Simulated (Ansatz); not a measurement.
Reaction (hydrogenolysis of the Si–C bond): `C#C[Si](Cl)(Cl)C#C` + H₂ → `C#C[SiH](Cl)Cl` + `C#C`

Calculated with Ansatz (gas phase, PBE0-D4/def2-TZVP geometries, no zero-point term in ΔE). CCSD(T)/CBS is the MP2 limit (def2-TZVPP, def2-QZVPP) plus CCSD(T) − MP2 in def2-TZVPP, frozen cores. This one scheme is used for every species. Functionals use def2-TZVPP. B3LYP here is the variant with VWN-RPA as its local correlation; programs differ in this. HSE06 is defined as in plane-wave codes.

| level | ΔE (eV) |
| --- | --- |
| B97M-V | 0.22 |
| BHLYP-D4 | 0.14 |
| B3LYP | 0.06 |
| HSE06 | 0.11 |
| BHLYP | 0.03 |
| CAM-B3LYP | 0.05 |
| SCS-MP2/def2-QZVPP | 0.22 |
| HF/CBS(def2) | -0.08 |

(1) What does CCSD(T)/CBS give? (Best estimate.)

Largest T1 diagnostic among the species: 0.013.

Results:

(1) Computed: +0.18 eV. The listed levels differ from it by 0.04, -0.04, -0.12, -0.07, -0.15, -0.13, 0.04, -0.26 eV.

From PBE to PBE0 (25 % exact exchange), in def2-TZVPP and without D4, ΔE moves by −0.04 eV. In def2-TZVPP, CCSD(T) changes the Hartree–Fock value by +0.25 eV (the triples alone add +0.06 eV) and MP2 by +0.37 eV.
